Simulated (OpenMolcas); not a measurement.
Mo5+ among 4 point charges of -2 e arranged as a tetrahedron (Td).

| Property | Result |
| --- | --- |
| Program | OpenMolcas |
| Method | SS-CASPT2, IPEA 0.25 Eh, imaginary shift 0.1 Eh (closed shells correlated: 4s 4p) |
| Basis | ANO-RCC-VDZP [6s5p3d1f] |
| Scalar Hamiltonian | DKH2, point nucleus |
| Active space | 1 electron in 5 orbitals (4d) |
| State averaging | 2S+1 = 2 even, 5 roots |
| Spin-orbit coupling | state interaction with AMFI integrals over the reference wave functions |

All point charges move together. At R = 1.85 Å |10Dq| is 4908 cm-1, and at R = 1.96 Å it is 3824 cm-1.

Task: A third run gives 2572 cm-1. What distance was it run at?

Result: With a power law R^-n the two known points give n = -ln(3824 / 4908) / ln(1.96 / 1.85) = 4.32. Then R = 1.85 × (4908 / 2572)^(1/4.32) = 2.148 Å. The run was at 2.14 Å, so the estimate is off by +0.008 Å.

Roots that are degenerate in the reference are averaged as groups; the widest CASPT2 spread within a group is 120 cm-1 (the 3-fold group of multiplicity 2 near 2570 cm-1 above the lowest state of its run, R = 2.14). Shifts and gaps below about the spread of the groups concerned are not significant. An orbital doublet at a regular site is open to a Jahn-Teller distortion, which this geometry leaves out. The ground term spreads over less than 5000 cm-1, several times less than with real ligands, so orbital moments are less quenched and χT lies further from the spin-only value than at real sites. Free-ion shares, where given, are those of the reference states; single-state CASPT2 does not remix them. This is an electrostatic model: the charges have no orbitals. No measured value stands beside these numbers.
